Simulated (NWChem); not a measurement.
System meant: C$_{3}$H$_{7}$O$_{2}$, doublet; SMILES COC[CH]O

Here is an NWChem input.

```
start job
memory heap 200 mb stack 900 mb global 1100 mb
geometry units angstroms noautoz
  C      0.253998     2.119429    -0.015243
  O      0.332030     0.751369     0.327943
  C     -0.844666     0.015246    -0.001788
  C     -0.516499    -1.427510     0.194439
  O      0.695609    -1.846194    -0.275819
  H     -0.549353     2.629011     0.538725
  H      1.211586     2.573731     0.251838
  H      0.075814     2.259321    -1.093304
  H     -1.119726     0.246776    -1.053724
  H     -1.696995     0.313890     0.629609
  H     -1.289290    -2.186893     0.135965
  H      1.275117    -1.061984    -0.236427
end
basis spherical
  * library def2-svp
end
dft
  odft
  mult 3
  xc b3lyp
  iterations 150
  mulliken
end
task dft energy
```

End of the output:

```
 Summary of "ao basis" -> "" (spherical)
 ------------------------------------------------------------------------------
       Tag                 Description            Shells   Functions and Types
 ---------------- ------------------------------  ------  ---------------------
 *                          def2-svp                  on all atoms

                                 NWChem DFT Module
                                 -----------------

 Summary of "ao basis" -> "ao basis" (spherical)
 ------------------------------------------------------------------------------
       Tag                 Description            Shells   Functions and Types
 ---------------- ------------------------------  ------  ---------------------
 C                          def2-svp                 6       14   3s2p1d
 O                          def2-svp                 6       14   3s2p1d
 H                          def2-svp                 3        5   2s1p

 Summary of "ao basis" -> "ao basis" (spherical)
 ------------------------------------------------------------------------------
       Tag                 Description            Shells   Functions and Types
 ---------------- ------------------------------  ------  ---------------------
 C                          def2-svp                 6       14   3s2p1d
 O                          def2-svp                 6       14   3s2p1d
 H                          def2-svp                 3        5   2s1p

  number of electrons :                   41
  multiplicity        :                    3
 ------------------------------------------------------------------------
  no. of electrons and multiplicity not compatible                  41
 ------------------------------------------------------------------------
 ------------------------------------------------------------------------
  current input line :
    27: task dft energy
 ------------------------------------------------------------------------
 ------------------------------------------------------------------------
 There is an error in the input file
 ------------------------------------------------------------------------
 For more information see the NWChem manual at https://nwchemgit.github.io

0: no. of electrons and multiplicity not compatible:Received an Error in Communication
```

Find the fault in this run and fix the input.

The input was rejected before any calculation. Cause: the multiplicity doesn't fit the number of electrons (an even count wants an odd multiplicity, and the reverse). This input runs:
```
start job
memory heap 200 mb stack 900 mb global 1100 mb
geometry units angstroms noautoz
  C      0.253998     2.119429    -0.015243
  O      0.332030     0.751369     0.327943
  C     -0.844666     0.015246    -0.001788
  C     -0.516499    -1.427510     0.194439
  O      0.695609    -1.846194    -0.275819
  H     -0.549353     2.629011     0.538725
  H      1.211586     2.573731     0.251838
  H      0.075814     2.259321    -1.093304
  H     -1.119726     0.246776    -1.053724
  H     -1.696995     0.313890     0.629609
  H     -1.289290    -2.186893     0.135965
  H      1.275117    -1.061984    -0.236427
end
basis spherical
  * library def2-svp
end
dft
  odft
  mult 2
  xc b3lyp
  iterations 150
  mulliken
end
task dft energy
```
It converges to -268.69842 Ha (B3LYP/def2-SVP, spin-unrestricted).
